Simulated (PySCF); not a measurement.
**C₆ coefficients of unlike pairs at UHF**

Calculated with PySCF 2.14 from the dipole response of each species, C₆(A,B) = (3/π) ∫ α_A(iu) α_B(iu) du, in atomic units, from isotropic polarisabilities. For ions this is the dispersion term alone; charge-induced terms of lower order in 1/R come first.

```tsv
species	configuration	basis	relativity	α (bohr³)	C₆ (like pair)
N	[He] 2s2 2p3 (4S)	dyall-av2z (11s7p2d)	none	6.829	22.08
Mn²⁺	[Ar] 3d5 (6S)	aug-cc-pVTZ (8s7p5d3f2g)	none	3.207	9.350
Ca	[Ar] 4s2 (1S)	def2-TZVPPD (6s5p3d)	none	183.8	2744
Co³⁺	[Ar] 3d6 (5D)	aug-cc-pVQZ (9s8p6d4f3g2h)	none	1.580	3.761
```

Task: Estimate C₆ for Co³⁺ with N.

Result: The integral gives 7.950. The combination rule 2 C_A C_B / (C_A α_B/α_A + C_B α_A/α_B) gives 7.775 and the geometric mean 9.113.

No spin-orbit coupling is included.

The other pairs:

```
      pair     C₆
     Ca, N  178.7
Co³⁺, Mn²⁺  5.821
  Ca, Mn²⁺  92.28
   Mn²⁺, N  13.62
  Co³⁺, Ca  48.33
```
